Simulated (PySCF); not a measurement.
TDDFT excited states: BiBrH2

Species: BiH2Br.
SMILES: `[Br][BiH2]`

Method: PySCF 2.14.0, density-fitted response routines, TDDFT CAM-B3LYP/def2-SVPD, vertical, gas phase, core orbitals frozen in the response, def2 core potentials past Kr. Isolated species at its PBE0-D3(BJ)/def2-SVP geometry, gas phase. Spin–orbit coupling is left out.

| state | λ (nm) | E (eV) | f | \|μ\| (D) | symmetry | main configurations (H = HOMO, L = LUMO) |
| --- | --- | --- | --- | --- | --- | --- |
| S1 | 292.4 | 4.24 | 0.019 | 1.09 | A′ | H→L (97%) |
| S2 | 272.5 | 4.55 | 0.0055 | 0.56 | A″ | H-1→L (98%) |
| S3 | 221.8 | 5.59 | 0.057 | 1.65 | A′ | H-2→L (81%), H-3→L (16%) |
| S4 | 203.2 | 6.10 | 0.035 | 1.22 | A′ | H→L+1 (91%) |
| S5 | 200.2 | 6.19 | 0.028 | 1.10 | A″ | H→L+2 (86%) |
| S6 | 194.3 | 6.38 | 0.0000 | 0.01 | – | H-4→L (96%) |
| S7 | 187.9 | 6.60 | 0.0067 | 0.52 | A″ | H-1→L+1 (88%) |
| S8 | 187.7 | 6.60 | 0.022 | 0.95 | A′ | H-1→L+2 (78%), H-3→L (16%) |
| S9 | 171.9 | 7.21 | 0.483 | 4.20 | A′ | H-3→L (40%), H-2→L+1 (29%), H-1→L+2 (13%) |
| S10 | 170.5 | 7.27 | 0.020 | 0.86 | A″ | H-2→L+2 (93%) |

Triplets, Tamm–Dancoff:

| state | E (eV) | λ (nm) | main configurations (H = HOMO, L = LUMO) |
| --- | --- | --- | --- |
| T1 | 3.68 | 336.5 | H→L (96%) |
| T2 | 4.16 | 298.1 | H-1→L (97%) |
| T3 | 4.74 | 261.5 | H-2→L (93%) |
| T4 | 5.18 | 239.4 | H→L+2 (73%), H-2→L+2 (12%) |

The lowest singlet lies at 4.24 eV (292 nm, ultraviolet) and is weak; its leading configuration is HOMO→LUMO (97%). The strongest level in the table is S9 at 7.21 eV (172 nm, f = 0.483). S7/S8 lie within about 0.01 eV of each other. Löwdin shares by element: HOMO bromine 59%, bismuth 27%, hydrogen 14%; LUMO bismuth 59%, bromine 30%, hydrogen 12%. Of the 10 states listed, 7 reach f = 0.01 and 1 stays under 0.0005. Weighted by f, the mean energy of these states is 6.85 eV. Orbital energies (eV): HOMO-3 -10.98, HOMO-2 -10.06, HOMO-1 -9.20, HOMO -8.84, LUMO -1.28, LUMO+1 0.17, LUMO+2 0.28. The vertical ionisation energy (ΔSCF) is 9.85 eV, 2.58 eV above S10. Symmetry labels in Cs follow from the direction of the transition dipole and are given only for states with f of 0.002 or more. Singlets were solved by full linear response, triplets in the Tamm–Dancoff approximation.
